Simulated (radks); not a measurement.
The table gives one normalised radial function P(r) = r R(r) (large component) of Ce30+ in [Ar] 3d10 (r in bohr). Calculated with a radial shooting solver on a logarithmic mesh with Libxc functionals: Dirac Kohn-Sham, PBE, spin-unpolarised, spherical densities, finite nucleus; Fermi nuclear charge, rms radius 4.8771 fm.

| r | P |
|---|---|
| 0.002562 | 0.0157 |
| 0.003256 | 0.0246 |
| 0.00414 | 0.0383 |
| 0.005305 | 0.0601 |
| 0.006744 | 0.0922 |
| 0.008573 | 0.1396 |
| 0.0109 | 0.2085 |
| 0.01397 | 0.3091 |
| 0.01775 | 0.4415 |
| 0.02257 | 0.6107 |
| 0.02869 | 0.8100 |
| 0.03648 | 1.0159 |
| 0.04674 | 1.1831 |
| 0.05942 | 1.2197 |
| 0.07554 | 1.0356 |
| 0.09603 | 0.5554 |
| 0.1231 | -0.2390 |
| 0.1564 | -1.1336 |
| 0.1989 | -1.8556 |
| 0.2528 | -2.1122 |
| 0.3214 | -1.8146 |
| 0.4118 | -1.1497 |
| 0.5236 | -0.5311 |
| 0.6656 | -0.1653 |
| 0.8461 | -0.0313 |
| 1.084 | -0.0029 |
| 1.378 | -0.0001 |
| 1.752 | 0.0000 |

Which n and l does it have? It may be an empty orbital.

Answer. n = 3, l = 1: the number of nodes gives n - l - 1 = 1, the rise at small r points to l (this Dirac orbital starts outside the nucleus as r^gamma with gamma = sqrt((l + 1)^2 - (Z/c)^2) = 1.95; the j = 3/2 orbital of l + 1 starts with the same power, but with a smaller coefficient, and then steepens), and the extent must fit the shell. The curve is that of 3p3/2; the two j differ most near the nucleus, where j = l - 1/2 has the larger amplitude, and in heavy atoms j = l - 1/2 is also the more compact. 3p3/2: eigenvalue -2139.0 eV, 1 radial node at r = 0.115 bohr, <r> = 0.274 bohr, 90 % of the charge inside 0.408 bohr.
